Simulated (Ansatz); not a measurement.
Start from `N[Si](F)(F)Cl` and change one atom or group to get `N[Si](N)(F)Cl`.

Ansatz, PBE0-D4/def2-TZVP geometries, multiplicity 1. Each molecule was computed in one conformer, which needn't be the lowest.

```json
{"property": "HOMO energy (B3LYP/def2-TZVPP) / eV", "`N[Si](F)(F)Cl`": "-8.23"}
{"property": "HOMO energy (PBE0/def2-TZVPP) / eV", "`N[Si](F)(F)Cl`": "-8.50"}
{"property": "HOMO energy (ωB97M-V/def2-TZVPP) / eV", "`N[Si](F)(F)Cl`": "-10.86"}
{"property": "size of the dipole moment (PBE/def2-TZVPP) / D", "`N[Si](F)(F)Cl`": "2.70"}
{"property": "HOMO–LUMO gap (PBE/def2-TZVPP) / eV", "`N[Si](F)(F)Cl`": "6.54"}
{"property": "HOMO energy (PBE/def2-TZVPP) / eV", "`N[Si](F)(F)Cl`": "-6.97"}
```

Problem. Give the same properties after the change, and the shifts. (Best estimate.)

Solution. Computed: 
| property | `N[Si](N)(F)Cl` | shift |
| --- | --- | --- |
| HOMO energy (B3LYP/def2-TZVPP) / eV | -7.77 | 0.46 |
| HOMO energy (PBE0/def2-TZVPP) / eV | -8.04 | 0.46 |
| HOMO energy (ωB97M-V/def2-TZVPP) / eV | -10.40 | 0.46 |
| size of the dipole moment (PBE/def2-TZVPP) / D | 2.46 | -0.24 |
| HOMO–LUMO gap (PBE/def2-TZVPP) / eV | 6.38 | -0.16 |
| HOMO energy (PBE/def2-TZVPP) / eV | -6.55 | 0.42 |

With PBE0 the HOMO rises by 0.46 eV and the LUMO rises by 0.22 eV, so the gap narrows by about 0.24 eV. PBE moves the HOMO by 0.42 eV and ωB97M-V by 0.46 eV. Dipoles are sizes alone; their direction can turn.

B3LYP here is the variant with VWN-RPA as its local correlation; programs differ in this.
